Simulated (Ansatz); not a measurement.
```xyz
6

F     0.650   -0.449   -1.694
Ge    0.233    0.417   -0.243
S    -1.453   -0.592    0.747
H     1.501    0.390    0.615
H    -0.243    1.803   -0.686
H    -0.688   -1.570    1.260
```

Charge 0, multiplicity 1.

Q: List the ωB97M-V/def2-TZVPP orbital energies in eV (Ansatz 0.2.0). (Best estimate.)

A: Computed: Occupied: -10867.77, -2427.18, -1363.54, -1211.27, -1211.27, -1211.25, -676.70, -221.16, -175.39, -164.26, -164.20, -164.08, -124.67, -124.65, -124.58, -37.83, -37.46, -37.41, -37.36, -37.36, -34.49, -23.54, -18.52, -14.87, -14.61, -14.34, -13.68, -12.16, -11.52, -10.16. Lowest empty: 1.79, 1.94, 2.05, 3.18, 3.78, 5.74, 6.60, 7.09.
